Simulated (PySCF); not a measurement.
Geometry:
| atom | x (Å) | y (Å) | z (Å) |
| --- | --- | --- | --- |
| C1 | 3.805 | 0.605 | 0.469 |
| C2 | 2.485 | 0.074 | 0.200 |
| C3 | 1.400 | -0.381 | -0.032 |
| C4 | 0.077 | -0.897 | -0.285 |
| Si5 | -0.856 | -0.059 | -1.752 |
| C6 | -2.146 | 0.486 | -0.458 |
| C7 | -1.240 | 0.939 | 0.703 |
| C8 | -0.894 | -0.548 | 0.852 |
| C9 | -2.301 | -0.817 | 0.322 |
| F10 | -2.476 | -1.968 | -0.420 |
| H11 | 4.492 | -0.204 | 0.720 |
| H12 | 3.763 | 1.303 | 1.305 |
| H13 | 4.184 | 1.130 | -0.408 |
| H14 | 0.138 | -1.983 | -0.399 |
| H15 | -0.140 | 1.091 | -2.303 |
| H16 | -1.370 | -0.992 | -2.747 |
| H17 | -3.032 | 1.062 | -0.707 |
| H18 | -1.805 | 1.327 | 1.551 |
| H19 | -0.412 | 1.608 | 0.477 |
| H20 | -0.599 | -0.941 | 1.825 |
| H21 | -3.082 | -0.817 | 1.087 |

- coordinates at the GFN2-xTB level
- NMR shieldings at PBE0/pcSseg-1/GIAO
- code: PySCF 2.14.0 with density-fitted response routines
- one conformer, isolated molecule, non-relativistic Hamiltonian, rapidly exchanging positions averaged

Predict the 2D correlation tables (HSQC, COSY, HMBC).

Answers



HSQC (one-bond C–H):
| δH | δC |
| --- | --- |
| 4.92 (H21) | 91.8 (C9) |
| 2.72 (H20) | 50.5 (C8) |
| 2.42 (H14) | 13.6 (C4) |
| 2.21 (H17) | 33.5 (C6) |
| 2.00 (H11/H12/H13) | 5.1 (C1) |
| 1.44 (H19) | 21.1 (C7) |
| 1.27 (H18) | 21.1 (C7) |

COSY cross peaks (H two or three bonds apart, from the bond graph; peaks can be absent where the dihedral angle is near 90°):
| δH | δH |
| --- | --- |
| 4.92 (H21) | 2.72 (H20) |
| 4.92 (H21) | 2.21 (H17) |
| 4.34 (H16) | 3.96 (H15) |
| 4.34 (H16) | 2.42 (H14) |
| 4.34 (H16) | 2.21 (H17) |
| 3.96 (H15) | 2.42 (H14) |
| 3.96 (H15) | 2.21 (H17) |
| 2.72 (H20) | 2.42 (H14) |
| 2.72 (H20) | 1.44 (H19) |
| 2.72 (H20) | 1.27 (H18) |
| 2.21 (H17) | 1.44 (H19) |
| 2.21 (H17) | 1.27 (H18) |
| 1.44 (H19) | 1.27 (H18) |

HMBC (two and three bonds, from the bond graph):
| δH | δC |
| --- | --- |
| 4.92 (H21) | 50.5 (C8), 33.5 (C6), 21.1 (C7), 13.6 (C4) |
| 4.34 (H16) | 91.8 (C9), 87.7 (C3), 50.5 (C8), 33.5 (C6), 21.1 (C7), 13.6 (C4) |
| 3.96 (H15) | 91.8 (C9), 87.7 (C3), 50.5 (C8), 33.5 (C6), 21.1 (C7), 13.6 (C4) |
| 2.72 (H20) | 91.8 (C9), 87.7 (C3), 33.5 (C6), 21.1 (C7), 13.6 (C4) |
| 2.42 (H14) | 91.8 (C9), 87.7 (C3), 82.1 (C2), 50.5 (C8), 33.5 (C6), 21.1 (C7) |
| 2.21 (H17) | 91.8 (C9), 50.5 (C8), 21.1 (C7), 13.6 (C4) |
| 2.00 (H11/H12/H13) | 87.7 (C3), 82.1 (C2) |
| 1.44 (H19) | 91.8 (C9), 50.5 (C8), 33.5 (C6), 13.6 (C4) |
| 1.27 (H18) | 91.8 (C9), 50.5 (C8), 33.5 (C6), 13.6 (C4) |

Referencing at the same level of theory: TMS for ¹H (σref 31.72), ¹³C (σref 186.93).

Short H···H contacts in this conformer between protons four or more bonds apart (candidates for NOE cross peaks, intensity ∝ r⁻⁶): H18···H21 2.54 Å.

Shifts are as computed. Against solution values, carbons near 30 ppm lie about +3 ppm off and those near 130 ppm about +5 ppm. Of 1309 compounds with measured shifts, 239 miss one by over three times the rms of a fit or turn the order of signals round; such compounds aren't used in these exercises.
